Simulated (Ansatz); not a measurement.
Species: C₃H₄NSSi, charge 0, multiplicity 2. It need not be the lowest isomer of its formula. 
Geometry from a B3LYP-D3(BJ)/def2-TZVP (Ansatz, a first-principles code) optimisation:
SMILES: s1cnc([c]1)[SiH3]
```xyz
10

Si    -2.3629     0.3959    -0.1961
C     -0.5260     0.0956    -0.0433
C      0.1357    -1.0835    -0.0348
S      1.8329    -0.9530     0.1241
C      1.6016     0.7719     0.1781
N      0.3685     1.1637     0.0838
H     -2.8561     1.1102     1.0022
H     -2.6395     1.2144    -1.3974
H     -3.0368    -0.9156    -0.3139
H      2.4389     1.4471     0.2830
```
Charge 0, spin multiplicity 2.

Total electronic energies in hartree. Valence correlation only, unless marked. UHF or UKS for open shells. Spin-orbit coupling is left out. Non-relativistic. CBS(X,Y): correlation extrapolated as X^-3; Hartree-Fock from the larger set. The bracket is a focal-point correction in the basis named.

The UHF reference is spin-contaminated (<S^2> 0.36 over the pure value in the largest basis). 

| level | program | energy (Eh) |
|---|---|---|
| HF/STO-3G | Ansatz | -846.99278 |
| HF/6-31G | Ansatz | -856.53720 |
| HF/cc-pV(D+d)Z | Ansatz | -856.77592 |
| HF/cc-pV(Q+d)Z | Ansatz | -856.86336 |
| RI-HF/cc-pV(Q+d)Z | Ansatz | -856.86310 |
| PBE-D3(BJ)/def2-TZVPD | Ansatz + dftd3 | -858.62357 |
| BLYP-D3(BJ)/def2-TZVPD | Ansatz + dftd3 | -859.10299 |
| BLYP-D4/def2-TZVPD | Ansatz + dftd4 | -859.10419 |
| B3LYP-D4/def2-TZVPD | Ansatz + dftd4 | -859.19447 |
| PBE0/6-31G* | Ansatz | -858.55462 |
| PBE0/def2-SVP | Ansatz | -858.24591 |
| PBE0-D4/def2-TZVPD | Ansatz + dftd4 | -858.68593 |
| CAM-B3LYP-D3(BJ)/def2-TZVPD | Ansatz + dftd3 | -859.06944 |
| MP2/6-31G | Ansatz | -856.97267 |
| RI-MP2/cc-pV(T+d)Z | Ansatz | -857.74861 |
| RI-MP2/CBS(cc-pV(T+d)Z,cc-pV(Q+d)Z) | Ansatz | -857.8791 |
| SCS-MP2/6-31G | Ansatz | -856.96466 |
| SCS-MP2/cc-pV(Q+d)Z | Ansatz | -857.82237 |
| CCSD/STO-3G | Ansatz | -847.32933 |
| CCSD/cc-pwCVTZ | Ansatz | -857.82115 |
| CCSD/cc-pV(Q+d)Z | Ansatz | -857.88039 |
| RI-MP2/CBS(cc-pV(T+d)Z,cc-pV(Q+d)Z)+[CCSD(T)-MP2]/cc-pV(D+d)Z | Ansatz | -857.9833 |
| CCSD(T)/CBS(cc-pV(T+d)Z,cc-pV(Q+d)Z) | Ansatz | -857.9830 |

Totals of different functionals don't rank their quality; only differences between species are comparable.
